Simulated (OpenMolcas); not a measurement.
Which level was it?

The species is CH3BN2 (7 atoms), meant as a singlet with charge 0. SMILES: `B1N=CN1`. The shape is that of a GFN2-xTB optimisation.

```xyz
7

B    -0.4604    0.6859   -0.5269
N    -1.1448    0.3372    0.7087
C    -0.0863   -0.4198    0.7403
N     0.8647    0.2288   -0.0166
H    -0.8255    0.8164   -1.6178
H     0.0190   -1.3997    1.1853
H     1.6333   -0.2487   -0.4730
```

A calculation with OpenMolcas 26.06 gave:

* total energy: -174.2270 Eh
* dipole moment: 3.28 D
* HOMO energy: -6.60 eV
* LUMO energy: -0.54 eV
* HOMO–LUMO gap: 6.06 eV
* largest force: 1.526 eV/Å

Problem. Which of these levels gave the numbers?
A. PBE0/def2-SVP
B. HF/def2-SVP
C. B3LYP/6-31G* (spherical functions)
D. SVWN5/def2-SVP

Solution. C. The others give -172.5792 Eh (SVWN5/def2-SVP), -173.0317 Eh (HF/def2-SVP), -173.8954 Eh (PBE0/def2-SVP).
